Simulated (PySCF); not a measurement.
Vertical excitations of a molecule ClH5OSi2 from TDDFT-LC-ωPBE/def2-SVPD in PySCF 2.14.0, as energy in eV (oscillator strength): 7.82 (0.002), 8.10 (0.003), 8.22 (0.001), 8.52 (0.002), 8.84 (0.052), 9.01 (0.137), 9.13 (0.016), 9.29 (0.017), 9.33 (0.000), 9.44 (0.010). Lowest triplet (TDA): 7.32 eV. The structure is a stationary point at B3LYP-D3(BJ)/def2-SVP. Other conformers were not sampled.

Task: Which structure fits?
A. O[Si@@H]([SiH3])Cl
B. [SiH3]O[SiH2]Cl
C. O[SiH2][SiH2]Cl

Result: B, [SiH3]O[SiH2]Cl
